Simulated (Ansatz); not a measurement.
Z-matrix (Å, degrees):
```
Si
O 1 1.5645
H 1 1.6156 2 105.71
```
Charge 0, spin multiplicity 2.

Level of theory: frozen-core CCSD(T)/aug-cc-pVTZ // ωB97X-D3(BJ)/def2-TZVPD run with Ansatz (a first-principles code). The geometry is that of the parent before the electron was removed.

```json
{
 "HF energy": "-364.36338 Ha",
 "MP2 correlation energy": "-0.32258 Ha"
}
```

Problem. Estimate the CCSD correlation energy, the (T) correction, the total energy and the T1 diagnostic.

Solution. 
```yaml
CCSD correlation energy: -0.35485 Ha
"(T) correction": -0.01755 Ha
CCSD(T) total energy: -364.73578 Ha
T1 diagnostic: 0.076
```
